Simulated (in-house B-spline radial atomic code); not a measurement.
RPA and G0W0 for the cadmium ion Cd⁺, [Kr] 4d10 5s1, highest spin, as one setting changes: the highest l of the empty states. Start: r2SCAN. A dash marks a level of low quasi-particle weight. Computed with an all-electron radial atomic-structure program (B-spline basis): all electrons, scalar-relativistic (spin-free one-electron X2C), finite nucleus, each spin shell either full or empty, empty states to the listed l with an (l + 1/2)⁻⁴ tail; G0W0 by contour deformation at full frequency.

RPA overbinds a lone outer s electron by self-correlation, and G0W0 tends to as well.

| highest l of the empty states | RPA summed (Eh) | RPA extrapolated (Eh) | G0W0 level (eV) |
| --- | --- | --- | --- |
| 4 | -3.0902 | -3.6384 | 5s up -17.446 |
| 5 | ? | ? | ? |
| 6 | -3.4591 | -3.6671 | 5s up -17.490 |
| 7 | ? | ? | ? |
| 8 | -3.5589 | -3.6425 | 5s up -17.481 |
| 9 | -3.5797 | -3.6359 | 5s up -17.479 |
| 10 | -3.5927 | -3.6322 | 5s up -17.478 |
| 11 | -3.6013 | -3.6299 | 5s up -17.478 |

Q: What belongs in the row for 5?

A: RPA summed (Eh): -3.3379; RPA extrapolated (Eh): -3.683; G0W0 level (eV): 5s up -17.503.

Q: What belongs in the row for 7?

A: RPA summed (Eh): -3.5237; RPA extrapolated (Eh): -3.6558; G0W0 level (eV): 5s up -17.484.
